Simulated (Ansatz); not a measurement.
`C[SiH2]S[SiH2][GaH2]` and `C[SiH2]S[SiH2]Cl` differ in one atom or group.

Ansatz, PBE0-D4/def2-TZVP geometries, multiplicity 1. Each molecule was computed in one conformer, which needn't be the lowest.

Scalar relativity is left out up to krypton.

```json
{"property": "size of the dipole moment (PBE/def2-TZVPP) / D", "`C[SiH2]S[SiH2][GaH2]`": "1.44"}
{"property": "HOMO–LUMO gap (PBE/def2-TZVPP) / eV", "`C[SiH2]S[SiH2][GaH2]`": "3.25"}
{"property": "size of the dipole moment (B3LYP/def2-TZVPP) / D", "`C[SiH2]S[SiH2][GaH2]`": "1.46"}
{"property": "LUMO energy (PBE/def2-TZVPP) / eV", "`C[SiH2]S[SiH2][GaH2]`": "-2.67"}
{"property": "HOMO–LUMO gap (ωB97M-V/def2-TZVPP) / eV", "`C[SiH2]S[SiH2][GaH2]`": "8.91"}
{"property": "HOMO energy (PBE0/def2-TZVPP) / eV", "`C[SiH2]S[SiH2][GaH2]`": "-6.99"}
```

What does the change do to each property? (Best estimate.)

Computed: 
| property | `C[SiH2]S[SiH2]Cl` | shift |
| --- | --- | --- |
| size of the dipole moment (PBE/def2-TZVPP) / D | 2.37 | 0.93 |
| HOMO–LUMO gap (PBE/def2-TZVPP) / eV | 5.41 | 2.16 |
| size of the dipole moment (B3LYP/def2-TZVPP) / D | 2.44 | 0.98 |
| LUMO energy (PBE/def2-TZVPP) / eV | -0.97 | 1.70 |
| HOMO–LUMO gap (ωB97M-V/def2-TZVPP) / eV | 11.48 | 2.57 |
| HOMO energy (PBE0/def2-TZVPP) / eV | -7.58 | -0.59 |

With PBE0 the HOMO falls by 0.59 eV and the LUMO rises by 1.78 eV, so the gap widens by about 2.37 eV. PBE moves the HOMO by -0.46 eV and ωB97M-V by -0.71 eV. Dipoles are sizes alone; their direction can turn.

B3LYP here is the variant with VWN-RPA as its local correlation; programs differ in this.
